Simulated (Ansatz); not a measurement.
Ideal-gas functions of `FC1=N[SiH]1Cl` at 600 K and 1 bar, from an Ansatz frequency run at PBE0-D4/def2-TZVP.

Molar mass 109.56 g/mol, point group C1 (symmetry number 1), electronic degeneracy 1, moments of inertia 53.883, 305.014, 326.204 u Å². Harmonic wavenumbers (cm⁻¹, unscaled): 141, 229, 375, 447, 550, 598, 732, 786, 832, 1320, 1678, 2309.

Use S(trans) = R[1.5 ln M + 2.5 ln T − 1.1517]; rotational temperatures θ = 24.2544 K / I; S(rot) = R[ln(√π/σ · √(T³/θAθBθC)) + 1.5]; for each mode x = 1.438777 ν̃/T, S = R[x/(eˣ − 1) − ln(1 − e⁻ˣ)] and H = RT x/(eˣ − 1); 1 cm⁻¹ = 0.0119627 kJ/mol; R = 8.31446 J/(mol·K).

Question: By hand: the entropy, in J/(mol·K).

Answer: Translation 182.0. Rotation: θ = 0.4501, 0.0795, 0.0744 K, giving 121.7. Vibration, mode by mode: 17.37, 13.40, 9.47, 8.12, 6.59, 6.00, 4.63, 4.18, 3.83, 1.52, 0.76, 0.21, in all 76.1. Electronic 0.0. Sum 379.8 J/(mol·K).

Question: By hand: H − E and G − E in kJ/mol, counted from the electronic energy.

Answer: Zero-point energy ½ × 9997 × 0.0119627 = 59.8; thermal vibration 24.7; translation, rotation and pV give 4 RT = 20.0. H − E = 104.5 kJ/mol, and G − E = 104.5 − 600 × 379.8/1000 = -123.4 kJ/mol.

Vibration gives 20 % of the entropy, 17.4 J/(mol·K) of it from the mode under 150 cm⁻¹: soft modes count most, and the harmonic formula is weakest for them. The sum counts one conformer and one mirror image; others add a mixing term.
